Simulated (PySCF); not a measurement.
Hg (mercury, neutral): M06 calculation

Configuration: [Xe] 4f14 5d10 6s2, closed-shell 1S. Computed with PySCF 2.14 in x2c-TZVPPall with one added diffuse shell each of s, p, d, f type (12s8p8d4f1g, 113 functions), with the spin-free X2C one-electron Hamiltonian (Gaussian nucleus).

```
Total energy                        : -19626.03 hartree
One-electron energy                 : -26887.94 hartree
Hartree (Coulomb) energy            : 7640.38 hartree
Exchange-correlation energy         : -378.47 hartree
⟨S²⟩                                : 0.0000
⟨L²⟩                                : 0.000
Sum of ⟨r⟩                          : 46.73 bohr
Sum of ⟨r²⟩                         : 61.82 bohr²
Langevin diamagnetic susceptibility : -49.0 ×10⁻⁶ cm³/mol
Time after the integrals            : about 9 core-seconds
```

```tsv
shell	electrons	mean orbital energy (hartree)	rms radius, mean of both spins (bohr)
1s	2	-3051.96261	0.0187
2s	2	-542.80544	0.0755
2p	6	-470.06776	0.0694
3s	2	-129.68172	0.193
3p	6	-108.43282	0.195
3d	10	-85.09620	0.179
4s	2	-28.95539	0.424
4p	6	-21.90972	0.452
4d	10	-13.25413	0.481
5s	2	-4.52839	0.963
4f	14	-3.77696	0.529
5p	6	-2.62736	1.11
5d	10	-0.43861	1.63
6s	2	-0.27607	2.97
```

Spin-orbit coupling, which splits the p, d and f shells strongly at this Z, is absent.

Densities and radii are taken from the X2C orbitals without a picture-change correction, which distorts them close to the nucleus.
